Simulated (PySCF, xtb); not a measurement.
C2H10GeSi, SMILES C[SiH](C)[GeH3].

Harmonic wavenumbers (cm⁻¹) from xtb with GFN2-xTB at its own minimum, in rising order: 28, 110, 116, 119, 146, 185, 345, 369, 376, 600, 621, 693, 751, 792, 804, 819, 826, 862, 897, 899, 1366, 1368, 1478, 1482, 1482, 1486, 1923, 2012, 2016, 2162, 3022, 3026, 3031, 3034, 3039, 3043.

Task: What does PBE0-D3(BJ)/def2-SVP in PySCF 2.14.0 give at its own minimum? (Estimate from the structure and the level; the computed values follow.)

Result: 81, 124, 146, 165, 176, 204, 346, 438, 449, 613, 655, 688, 707, 762, 792, 857, 885, 887, 890, 902, 1258, 1264, 1425, 1427, 1434, 1437, 2129, 2137, 2141, 2199, 3055, 3055, 3159, 3159, 3166, 3166. Paired by order, the mean absolute difference is 58 cm⁻¹ and the zero-point energies are 64.8 and 66.3 kcal/mol.
